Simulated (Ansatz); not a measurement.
```yaml
crystal:
  periodic: [false, false, false]
  atoms:
    - {symbol: C, position_ang: [-2.640546, 0.209352, 2.805414]}
    - {symbol: C, position_ang: [-1.925904, 1.037619, 1.674611]}
    - {symbol: O, position_ang: [-2.236290, 1.722500, 0.917708]}
    - {symbol: O, position_ang: [-0.628318, 0.518095, 1.416667]}
    - {symbol: Si, position_ang: [0.493071, 0.714351, 0.422060]}
    - {symbol: Cl, position_ang: [1.014866, 2.469903, 0.833415]}
    - {symbol: O, position_ang: [1.672218, -0.365049, 0.661377]}
    - {symbol: C, position_ang: [2.637173, -0.401394, -0.240848]}
    - {symbol: C, position_ang: [3.515557, -1.649373, 0.214468]}
    - {symbol: O, position_ang: [2.946672, 0.176705, -0.943292]}
    - {symbol: O, position_ang: [-0.163058, 0.807823, -1.138373]}
    - {symbol: C, position_ang: [-0.709164, -0.116906, -1.640178]}
    - {symbol: C, position_ang: [-1.155356, 0.237693, -3.096599]}
    - {symbol: O, position_ang: [-0.655608, -1.176964, -1.254601]}
    - {symbol: H, position_ang: [-3.792918, 0.962409, 2.798795]}
    - {symbol: H, position_ang: [-2.144937, 0.468108, 3.874683]}
    - {symbol: H, position_ang: [-2.982496, -0.731661, 2.535771]}
    - {symbol: H, position_ang: [4.240796, -2.015777, -0.383241]}
    - {symbol: H, position_ang: [2.804713, -2.882248, 0.225271]}
    - {symbol: H, position_ang: [3.810433, -1.824058, 1.281115]}
    - {symbol: H, position_ang: [-1.961220, 1.157308, -3.052326]}
    - {symbol: H, position_ang: [-0.154853, 0.481161, -3.702317]}
    - {symbol: H, position_ang: [-1.640709, -0.627974, -3.741058]}
basis:
  gaussian: {orbitals: STO-3G}
hamiltonian: {xc: {name: HF}}
correlation: {diis_vectors: 4}
accuracy: high
relax: {f_tol: 0.001, max_steps: 1}
```

```sh
$ ansatz run in.yaml --threads 10 --pin off --events-out ev --progress --plain --max-ram 110592MiB --backend cpu
```

(1) How does Ansatz answer? (Best estimate.)

## Answers

(1) The calculation gave: The program refused the input.
```
Error: invalid value for `correlation`: name a method or an active space
```
